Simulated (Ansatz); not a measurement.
ZrFCl3 (ZrCl3F). Charge 0, multiplicity 1. Geometry PBE0-D4/def2-SVP; atoms count from 1.

```tsv
atom	x (Å)	y (Å)	z (Å)
Zr1	-0.017	0.056	0.061
F2	-0.389	1.296	1.425
Cl3	-1.727	-1.521	-0.030
Cl4	2.004	-1.005	0.519
Cl5	0.128	1.175	-1.975
```

In the def2 sets Zr takes a core potential; there is no spin–orbit coupling.

Q: Estimate the Mulliken populations from the PBE0/def2-TZVP orbitals of Ansatz.

A: 
| atom | charge (e) | d electrons |
| --- | --- | --- |
| Zr1 | 1.47 | 1.90 |
| F2 | -0.41 | – |
| Cl3 | -0.35 | – |
| Cl4 | -0.35 | – |
| Cl5 | -0.35 | – |
Mulliken values and Mayer orders depend strongly on the basis.

Q: And the Mayer bond orders between bonded heavy atoms (over 0.3)?

A: Zr1–F2 0.97 (1.88 Å); Zr1–Cl3 1.09 (2.33 Å); Zr1–Cl4 1.09 (2.33 Å); Zr1–Cl5 1.09 (2.33 Å).
